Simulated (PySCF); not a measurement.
Several orderings of computed values.

All species are isolated and taken at one optimised geometry, non-relativistic unless stated. Electronic properties by PySCF.

Dipoles, sizes and rotational constants follow the conformer. The torsions of the flexible species, by atom-mapped SMILES:
- `[CH3:1][CH:2]([CH3:3])[O:4][CH2:5][F:6]`: C1–C2–O4–C5 83°, C2–O4–C5–F6 70°
- `[Cl:1][CH2:2][C@@H:3]1[CH:4]=[CH:5][CH2:6]1`: Cl1–C2–C3–C4 170°
- `[H]/[N:1]=[CH:2]\[CH2:3][SiH2:4][c:5]1[cH:6][cH:7][cH:8][n:9][cH:10]1`: N1–C2–C3–Si4 -101°, C2–C3–Si4–C5 67°, C3–Si4–C5–C6 -62°
- `[CH3:1][CH:2]([CH3:3])[C@H:4]([CH3:5])[C:6](=[O:7])[OH:8]`: C1–C2–C4–C5 179°, C2–C4–C6–O7 73°, H–O8–C6–C4 179°
- `[CH2:1]=[CH:2][Si@@H:3]([O:4][CH3:5])[C:6](=[CH2:7])[O:8][SiH3:9]`: C1–C2–Si3–O4 158°, C2–Si3–O4–C5 -60°, C2–Si3–C6–C7 -118°, Si3–C6–O8–Si9 -177°
- `[CH2:1]=[CH:2][CH2:3][C:4](=[CH2:5])[Cl:6]`: C1–C2–C3–C4 -119°, C2–C3–C4–C5 109°

The conformers of `O=C1CCP(C[SiH3])CC1` and `COC1=C(C)CP([SiH3])C1` aren't listed.

Task: Rank by HOMO energy, highest first (PBE0/pcSseg-1 at GFN2-xTB geometries).
A. `[H]/N=C\C[SiH2]c1cccnc1`
B. `ClC[C@H]1CC=C1`
C. `CC(C)OCF`
D. `COC1=C(C)CP([SiH3])C1`
E. `CC(C)[C@H](C)C(=O)O`
F. `O=C1CCP(C[SiH3])CC1`

Result: D (-5.97 eV), F (-6.96 eV), A (-7.40 eV), B (-7.56 eV), E (-7.88 eV), C (-8.20 eV).

Task: Give the two extremes of that set in hartree.

Result: `CC(C)OCF`: -0.301 Eh; `COC1=C(C)CP([SiH3])C1`: -0.219 Eh.

Task: Rank by dipole moment, highest first (PBE0/pcSseg-1 at GFN2-xTB geometries).
A. `CC(C)OCF`
B. `C=C[Si@@H](OC)C(=C)O[SiH3]`
C. `[H]/N=C\C[SiH2]c1cccnc1`
D. `C1=C[C@@H](CCl)C1`
E. `CC(C)[C@H](C)C(=O)O`

Result: D (2.04 D), A (1.86 D), E (1.57 D), C (1.40 D), B (0.98 D).

Task: Give the two extremes of that set in atomic units.

Result: `C=C[Si@@H](OC)C(=C)O[SiH3]`: 0.38 au; `ClC[C@@H]1C=CC1`: 0.80 au.

Task: Rank by smallest rotational constant, lowest first (GFN2-xTB).
A. `CC(C)OCF`
B. `C(=O)(O)[C@@H](C)C(C)C`
C. `C([Si@H](C(=C)O[SiH3])OC)=C`
D. `[H]/N=C\C[SiH2]c1cccnc1`

Result: C (0.516 GHz), D (0.599 GHz), B (1.459 GHz), A (1.885 GHz).

Task: By how much do the two ends of that ranking differ?

Result: By 1.369 GHz, between `CC(C)OCF` and `C=C[Si@@H](OC)C(=C)O[SiH3]`.

Task: Rank by HOMO–LUMO gap, lowest first (PBE0/pcSseg-1 at GFN2-xTB geometries).
A. `ClC(CC=C)=C`
B. `CC(C)[C@H](C)C(=O)O`
C. `[H]/N=C\C[SiH2]C1=CC=CN=C1`
D. `O=C1CCP(C[SiH3])CC1`

Result: C (6.27 eV), D (6.44 eV), A (7.12 eV), B (8.17 eV).
